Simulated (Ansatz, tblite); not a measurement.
Removing and adding an electron: Cu(PH3)Br (CuPH3Br). Charge 0, multiplicity 1. Geometry: PBE0-D4/def2-TZVP. Ansatz, gas phase; energy differences of separate SCF runs; the oxidised species was run as a doublet alone; the reduced species was run as a doublet alone.

```xyz
6

Cu   -0.5601    1.1489   -0.6171
P     0.2952   -0.6094    0.3265
H     0.4948   -0.6089    1.7218
H     1.5794   -1.0391   -0.0643
H    -0.3767   -1.8436    0.2159
Br   -1.4326    2.9521   -1.5828
```

The xTB rows come from tblite. HOMO above LUMO, or a gap near zero within one spin, warns that the state may not be the lowest or that an electron is smeared out.

```json
{"level": "GFN2-xTB", "−HOMO (eV)": "9.77", "vertical IE (eV)": "13.29", "−LUMO (eV)": "6.96", "vertical EA (eV)": "4.28", "HOMO–LUMO gap (eV)": "2.81", "IE − EA (eV)": "9.01", "remarks": "–"}
{"level": "PBE-D4/def2-TZVP", "−HOMO (eV)": "5.64", "vertical IE (eV)": "8.86", "−LUMO (eV)": "1.78", "vertical EA (eV)": "–", "HOMO–LUMO gap (eV)": "3.86", "IE − EA (eV)": "–", "remarks": "gap within one spin near zero (+1 doublet)"}
{"level": "r2SCAN-D4/def2-TZVP", "−HOMO (eV)": "5.86", "vertical IE (eV)": "8.93", "−LUMO (eV)": "1.57", "vertical EA (eV)": "–", "HOMO–LUMO gap (eV)": "4.29", "IE − EA (eV)": "–", "remarks": "–"}
{"level": "PBE0-D4/def2-TZVPD", "−HOMO (eV)": "6.86", "vertical IE (eV)": "–", "−LUMO (eV)": "1.12", "vertical EA (eV)": "-0.35", "HOMO–LUMO gap (eV)": "5.74", "IE − EA (eV)": "–", "remarks": "HOMO above zero (-1 doublet)"}
```

(1) Estimate the rows for GFN1-xTB, PBE-D4/def2-TZVPD, r2SCAN-D4/def2-TZVPD, PBE0-D4/def2-TZVP.

## Answers

(1) 
```tsv
level	−HOMO (eV)	vertical IE (eV)	−LUMO (eV)	vertical EA (eV)	HOMO–LUMO gap (eV)	IE − EA (eV)	remarks
GFN1-xTB	10.50	13.68	6.69	3.29	3.80	10.39	–
PBE-D4/def2-TZVPD	5.74	–	1.92	-0.22	3.82	–	HOMO above zero (-1 doublet)
r2SCAN-D4/def2-TZVPD	5.93	–	1.69	-0.33	4.24	–	HOMO above zero (-1 doublet)
PBE0-D4/def2-TZVP	6.78	8.98	0.95	–	5.83	–	–
```

   A HOMO above zero means that the electron is unbound at that level or that self-interaction error raises the level; the energy of removing that electron tells which. Raw xTB energy differences between charge states are shifted by several eV; the methods need an empirical correction for them. A negative affinity means that the extra electron isn't bound; its size then hangs on the basis.
